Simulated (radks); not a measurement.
Task: Ba3+, 53 electrons, occupied as [Kr] 4d10 5s2 5p4.75 4f0.25 (fractional occupations, a model configuration). Calculated with a radial shooting solver on a logarithmic mesh with Libxc functionals: non-relativistic Kohn-Sham, r2SCAN, spin-unpolarised, spherical densities, point nucleus; meta-GGA in the generalised Kohn-Sham scheme; relativity is left out, which matters for an element this heavy. Some entries of the table are withheld. Estimate them.

orbital,occ.,eigenvalue (eV),<r^2> (bohr^2),<r> (bohr)
1s,2,-35649.47,0.0009846,(1)
2s,2,-5520.779,0.01590,0.1164
2p,6,-5206.839,0.01191,0.09903
3s,2,-1189.802,0.1066,0.3057
3p,6,-1055.286,0.1014,0.2960
3d,10,-805.8651,0.08402,0.2670
4s,2,-254.4795,0.5581,0.7038
4p,6,-204.8885,0.6027,0.7285
4d,10,-118.8892,0.7356,0.7964
5s,2,-55.3592,3.166,1.683
5p,4.75,-41.9750,3.882,1.860
4f,0.25,-23.5260,(2),1.217
5d,0,-22.0010,6.628,2.414
6s,0,-17.1711,15.76,3.751

Result: 
(1) 1s <r> (bohr): 0.02713
(2) 4f <r^2> (bohr^2): 1.914
